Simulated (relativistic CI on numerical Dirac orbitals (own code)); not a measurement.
F²⁺: calculation against measurement

Computed by Dirac-Coulomb-Breit CI, separate exchange-only KLI orbitals for each configuration, model QED, valence Slater integrals scaled by 0.85, P86 correlation energy added to each configuration (own radial code, finite nucleus).

CI space (outside the closed core 1s2): 2s2.2p3, 2s.2p4, 2p5, 2s2.2p2.3s, 2s2.2p2.3p, 2s2.2p2.3d, 2s2.2p2.4s, 2s2.2p2.4p, 2s2.2p2.4d, 2s2.2p2.4f, 2s2.2p.3s2, 2s.2p3.3s, 2p4.3s, 2s2.2p.3s.3p, 2p4.3p, 2s.2p3.3p. Levels of other configurations are missing.

```
Configuration  Term (tabulated)    J  Measured (cm⁻¹)  Computed   Error  Purity (%)
      2s2.2p3               4S°  3/2              0.0         0       0         100
       2s.2p4                4P  5/2         151897.9    155976    4078          99
       2s.2p4                4P  3/2         152235.3    156308    4073          99
       2s.2p4                4P  1/2         152410.0    156481    4071          99
       2s.2p4                2D  5/2         210240.0    214448    4208          99
       2s.2p4                2D  3/2         210256.0    214464    4208          99
       2s.2p4                2S  1/2         248260.0    245839   -2421          99
       2s.2p4                2P  3/2         266559.0    268220    1661          97
       2s.2p4                2P  1/2         266943.0    268599    1656          97
   2s2.2p2.3s                4P  1/2         316707.3    313223   -3484          98
   2s2.2p2.3s                4P  3/2         316918.6    313433   -3486          98
   2s2.2p2.3s                4P  5/2         317237.5    313748   -3489          98
   2s2.2p2.3s                2P  1/2         324489.9    320448   -4042          97
   2s2.2p2.3s                2P  3/2         324874.4    320831   -4043          97
   2s2.2p2.3s                2D  5/2         344016.2    338925   -5091          98
   2s2.2p2.3s                2D  3/2         344019.5    338928   -5091          98
   2s2.2p2.3p               2S°  1/2         344438.4    343110   -1329          98
   2s2.2p2.3p               4D°  1/2         348700.5    346524   -2177          98
   2s2.2p2.3p               4D°  3/2         348815.4    346637   -2178          98
   2s2.2p2.3p               4D°  5/2         349005.1    346826   -2179          98
   2s2.2p2.3p               4D°  7/2         349264.0    347086   -2178          98
   2s2.2p2.3p               4P°  3/2         351328.4    348619   -2710          98
   2s2.2p2.3p               4P°  5/2         351517.1    348806   -2711          98
   2s2.2p2.3p               2D°  3/2         355979.6    353564   -2416          98
   2s2.2p2.3p               2D°  5/2         356370.0    353958   -2412          98
   2s2.2p2.3p               4S°  3/2         357477.0    355584   -1893          95
   2s2.2p2.3s                2S  1/2         372673.0    360972  -11701          94
   2s2.2p2.3p               2F°  5/2         376806.2    372524   -4282          99
   2s2.2p2.3p               2F°  7/2         376871.0    372584   -4287          99
   2s2.2p2.3p               2D°  5/2         380242.9    376424   -3819          97
   2s2.2p2.3p               2D°  3/2         380299.1    376483   -3817          97
   2s2.2p2.3d                4F  3/2         387257.3    388482    1225          99
   2s2.2p2.3d                4F  5/2         387366.2    388592    1226          99
   2s2.2p2.3d                4F  7/2         387521.8    388750    1228          99
   2s2.2p2.3d                4F  9/2         387725.5    388958    1232          99
   2s2.2p2.3d                2P  1/2         389735.7    391350    1615          82
   2s2.2p2.3d                4D  5/2         390075.7    391039     963          93
   2s2.2p2.3d              4D †  1/2         390118.4    390933     815          83
   2s2.2p2.3d              4D †  7/2         390208.4    391166     958          99
   2s2.2p2.3d                4P  5/2         390832.3    391929    1096          93
   2s2.2p2.3d                4P  3/2         390974.0    392079    1105          96
   2s2.2p2.3d                4P  1/2         391045.2    392155    1110          98
   2s2.2p2.3d                2F  5/2         391255.6    392946    1690          99
   2s2.2p2.3d                2F  7/2         391625.5    393328    1703          99
   2s2.2p2.3d                2D  3/2         395266.1    396827    1561          99
   2s2.2p2.3d                2D  5/2         395384.1    396941    1557          99
          2p5             2P° †  3/2         401203.0    424412   23209          97
          2p5             2P° †  1/2         401721.0    424929   23208          97
   2s2.2p2.4p               4D°  1/2         426426.0    428004    1578          98
   2s2.2p2.4p               4D°  3/2         426556.4    428101    1544          97
   2s2.2p2.4p               4D°  5/2         426730.7    428277    1546          96
   2s2.2p2.4p               4D°  7/2         426987.5    428540    1552          99
   2s2.2p2.4p               4P°  1/2         427456.7    428945    1489          98
   2s2.2p2.4p               4P°  3/2         427542.4    429033    1491          97
   2s2.2p2.4p               4P°  5/2         427729.3    429221    1492          97
   2s2.2p2.4p               2D°  3/2         429105.3    432088    2982          99
   2s2.2p2.4p               2D°  5/2         429500.6    432467    2967          99
   2s2.2p2.4p               2P°  1/2         431057.1    434243    3186          97
   2s2.2p2.4p               2P°  3/2         431224.2    434383    3158          95
    2s.2p3.3p                4P  3/2         434567.0    435646    1079          98
   2s2.2p2.4d                2P  3/2         441159.0    442888    1729          94
   2s2.2p2.4d                2P  1/2         441384.0    443147    1763          95
   2s2.2p2.4d                4P  5/2         442153.0    443547    1394          94
   2s2.2p2.4d                4P  3/2         442300.0    443706    1406          96
   2s2.2p2.4d                4P  1/2         442378.0    443787    1409          97
   2s2.2p2.4d                2D  3/2         444960.0    445300     340          80
   2s2.2p2.4d                2D  5/2         445008.0    445403     395          79
```

Measured levels from Moore, Atomic Energy Levels, vol. I, NSRDS-NBS 35 (1971 reprint of NBS Circular 467, 1949); pairs were made by configuration, J and term (by order where the table uses no LS term), so strongly mixed levels may be paired wrongly. The analysis dates from before 1960. Some J values or terms of the table were assigned by a fit.

Mean error by configuration (cm⁻¹): 2s.2p4 2692; 2s2.2p2.3s -5054; 2s2.2p2.3p -2742; 2s2.2p2.3d 1332; 2s2.2p2.4p 2090; 2s.2p3.3p 1079; 2s2.2p2.4d 1205. Over the excited levels the mean absolute error is 2500 cm⁻¹ (66 of the 68 excited levels that our extract of the source holds in range could be paired, and the others can miss by more), and the median relative error of those above 1,000 cm⁻¹ is 0.62 %. Some levels of the ground configuration have no partner. † marks terms whose computed intervals miss the measured ones by more than a factor of 2.5, or configurations far off the rest, from wrong mixing, a near crossing or a doubtful label or measurement; they are left out of the means.
